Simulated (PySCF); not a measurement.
These compounds are isomers of formula C5H6O4Si.

A. SMILES C#CC(=O)O[Si@H](C)OC=O
B. SMILES O([C@@H](C(=C=O)C=O)[SiH3])C=O
C. SMILES C#CC(=O)O[Si@H](C)C(=O)O
D. `O1[Si](C=C)(C)OC(=O)C1=O`

Spectrum 1. ¹H NMR (500 MHz, computed): δ 6.84 (br s, 1H), 5.40 (q, 1H), 2.38 (s, 1H), 0.69 (d, 3H). ¹³C{¹H} NMR (computed): δ 183.0 (C), 157.8 (C), 83.7 (CH), 79.5 (C), -3.2 (CH3).

Spectrum 2. ¹H NMR (500 MHz, computed): δ 6.81 (m, 1H), 6.58 (m, 1H), 6.20 (m, 1H), 0.68 (s, 3H). ¹³C{¹H} NMR (computed): δ 157.6 (C), 149.7 (CH2), 135.4 (CH), 0.9 (CH3).

Spectrum 3. ¹H NMR (500 MHz, computed): δ 9.90 (s, 1H), 8.11 (s, 1H), 5.65 (q, 1H), 4.00 (d, 3H). ¹³C{¹H} NMR (computed): δ 206.6 (C), 185.2 (CH), 164.3 (CH), 61.3 (CH), 58.4 (C).

Spectrum 4. ¹H NMR (500 MHz, computed): δ 8.05 (s, 1H), 5.67 (q, 1H), 2.41 (s, 1H), 0.75 (d, 3H). ¹³C{¹H} NMR (computed): δ 165.6 (CH), 157.8 (C), 84.0 (CH), 79.4 (C), 0.1 (CH3).

[PySCF 2.14.0 with density-fitted response routines: GFN2-xTB geometry; shielding tensors at PBE0/pcSseg-1 (GIAO); no relativistic terms; averaged over atoms made equivalent by symmetry, fast rotation or ring inversion; single conformer; in vacuum]

δ = σ(ref) − σ, references computed at the same level: TMS for ¹H (σ = 31.72 ppm) and ¹³C (σ = 186.93 ppm). Where no couplings were computed, multiplicities follow the n + 1 count of equivalent neighbours, and m marks all less simple cases (inequivalent or close neighbours, rings, F or P nearby). Acid and N–H amide carbonyl carbons lie up to 10 ppm further downfield in solution (hydrogen bonding). Shifts are as computed. Against solution values, carbons near 30 ppm lie about +3 ppm off and those near 130 ppm about +5 ppm. Of 1309 compounds with measured shifts, 239 miss one by over three times the rms of a fit or turn the order of signals round; such compounds aren't used in these exercises. OH and NH positions are gas-phase values without hydrogen bonding to other molecules.

**Question.** Match each spectrum to its structure.

**Answer.** 1–C, 2–D, 3–B, 4–A.

- Spectrum 1 (C): 5 ¹³C signals; δC 83.7 is a terminal alkyne carbon; δC 79.5 is an alkyne carbon.
- Spectrum 2 (D): 4 ¹³C signals; δC 149.7 is a terminal =CH2 carbon; δC 135.4 is an alkene CH.
- Spectrum 3 (B): 5 ¹³C signals; δC 185.2 is an aldehyde carbonyl carbon; δC 164.3 is an ester carbonyl carbon.
- Spectrum 4 (A): 5 ¹³C signals; δC 84.0 is a terminal alkyne carbon; δC 79.4 is an alkyne carbon.
